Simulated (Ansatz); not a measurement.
Start from `O[SiH]([SiH3])[AlH][Cl]` and change one atom or group to get `O[SiH]([SiH3])P`.

Ansatz, PBE0-D4/def2-TZVP geometries, multiplicity 1. Each molecule was computed in one conformer, which needn't be the lowest.

| property | `O[SiH]([SiH3])[AlH][Cl]` |
| --- | --- |
| size of the dipole moment (B3LYP/def2-TZVPP) / D | 0.98 |
| HOMO energy (ωB97M-V/def2-TZVPP) / eV | -9.34 |
| HOMO–LUMO gap (PBE0/def2-TZVPP) / eV | 5.31 |
| LUMO energy (B3LYP/def2-TZVPP) / eV | -2.26 |
| HOMO–LUMO gap (B3LYP/def2-TZVPP) / eV | 4.96 |
| HOMO energy (PBE0/def2-TZVPP) / eV | -7.41 |

(1) Give the same properties after the change, and the shifts. (Estimate.)

Results:

(1) Ansatz gave: 
```
                                        property  `O[SiH]([SiH3])P`  shift
size of the dipole moment (B3LYP/def2-TZVPP) / D               0.71  -0.27
           HOMO energy (ωB97M-V/def2-TZVPP) / eV              -9.25   0.09
            HOMO–LUMO gap (PBE0/def2-TZVPP) / eV               6.83   1.52
             LUMO energy (B3LYP/def2-TZVPP) / eV              -0.63   1.63
           HOMO–LUMO gap (B3LYP/def2-TZVPP) / eV               6.43   1.47
              HOMO energy (PBE0/def2-TZVPP) / eV              -7.26   0.15
```

With PBE0 the HOMO rises by 0.15 eV and the LUMO rises by 1.66 eV, so the gap widens by about 1.51 eV. PBE moves the HOMO by 0.12 eV and ωB97M-V by 0.09 eV. Dipoles are sizes alone; their direction can turn.

B3LYP here is the variant with VWN-RPA as its local correlation; programs differ in this.
